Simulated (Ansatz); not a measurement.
```xyz
10

C    -0.1167    0.9215    0.0843
Si    0.7333   -0.1457   -1.2113
Se    0.2595   -2.1517   -0.2045
Si   -0.6471   -0.5365    1.1488
H     0.5633    1.6051    0.5952
H    -0.9582    1.4913   -0.3134
H     2.1961    0.0905   -1.3246
H     0.1344   -0.0462   -2.5676
H    -2.1194   -0.6842    1.2857
H    -0.0453   -0.5441    2.5075
```

Total charge 0; spin multiplicity 1.

Task: List the B3LYP/def2-TZVPP orbital energies in eV (the Gaussian-basis code of Ansatz). (Estimate.)

Result: Computed: Occupied: -12350.51, -1799.61, -1799.61, -1579.86, -1418.02, -1418.00, -1417.96, -276.71, -212.16, -156.19, -156.14, -156.02, -144.08, -144.08, -99.43, -99.43, -99.37, -99.37, -99.37, -99.37, -56.97, -56.96, -56.85, -56.82, -56.80, -20.09, -18.35, -14.42, -13.54, -12.05, -11.11, -9.71, -9.65, -9.05, -8.14, -8.08, -6.67. Lowest empty: -0.75, -0.37, 0.30, 0.48, 1.43, 1.56, 1.96, 2.28.

B3LYP here is the variant with VWN-RPA as its local correlation; programs differ in this.
